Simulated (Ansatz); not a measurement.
CH4B2, SMILES `BB=C` (charge 0, multiplicity 1).

Level of theory: frozen-core CCSD(T)/cc-pVTZ // B3LYP-D3(BJ)/def2-TZVP in Ansatz (an electronic-structure program).

Ansatz 0.2 input:
```yaml
crystal:
  periodic: [false, false, false]
  atoms:
    - { symbol: B, position_ang: [1.490849, 0.103664, -0.164172] }
    - { symbol: B, position_ang: [-0.097108, -0.006604, 0.01078] }
    - { symbol: C, position_ang: [-1.47798, -0.102731, 0.162776] }
    - { symbol: H, position_ang: [1.972274, 0.855703, -0.954202] }
    - { symbol: H, position_ang: [2.229979, -0.563662, 0.491426] }
    - { symbol: H, position_ang: [-2.174272, 0.493376, -0.41789] }
    - { symbol: H, position_ang: [-1.943741, -0.779744, 0.871281] }
basis:
  gaussian: { orbitals: cc-pVTZ }
correlation:
  method: ccsd_t
```

Output:

```
Functional definition: HF
829 factors; integrals over basis functions are off by at most 7.6e-4 eV
mean field evaluation 1: about -2433.0169 eV, gradient 2.9e1 eV
mean field evaluation 2: about -2433.0168 eV, gradient 2.9e1 eV
mean field evaluation 4: about -2435.6042 eV, gradient 3.3e0 eV
mean field evaluation 8: about -2435.6726 eV, gradient 1.2e-1 eV
mean field evaluation 16: about -2435.6674 eV, gradient 9.1e-1 eV
mean field -2435.67269754 eV, -89.5093206765 hartree, gradient 4.5e-6 eV, S^2 0.000000; 0 other end points of the search recorded, 0 dependent functions left out; unrestricted orbitals would lower it
3 core orbitals not correlated
reference -2435.67269754 eV, -89.5093206765 hartree; 7, 7 occupied and 136, 136 virtual orbitals, 829 factors
second order -9.58429621 eV of doubles, -0.00000000 eV of singles
cycle   1  -10.20031784 eV  change   -6.2e-1 eV  update   8.2e-2
cycle   2  -10.51908801 eV  change   -3.2e-1 eV  update   2.8e-2
cycle   3  -10.59216700 eV  change   -7.3e-2 eV  update   1.6e-2
cycle   4  -10.58819116 eV  change    4.0e-3 eV  update   5.0e-3
cycle   5  -10.58642750 eV  change    1.8e-3 eV  update   2.9e-3
cycle   6  -10.58639138 eV  change    3.6e-5 eV  update   1.1e-3
cycle   7  -10.58637940 eV  change    1.2e-5 eV  update   4.3e-4
cycle   8  -10.58649013 eV  change   -1.1e-4 eV  update   1.4e-4
cycle   9  -10.58648178 eV  change    8.4e-6 eV  update   3.6e-5
cycle  10  -10.58647056 eV  change    1.1e-5 eV  update   1.3e-5
perturbative correction -0.46489924 eV, -0.0170847320 hartree
Total energy: -2446.72406734 eV, -89.9154510257 hartree
```
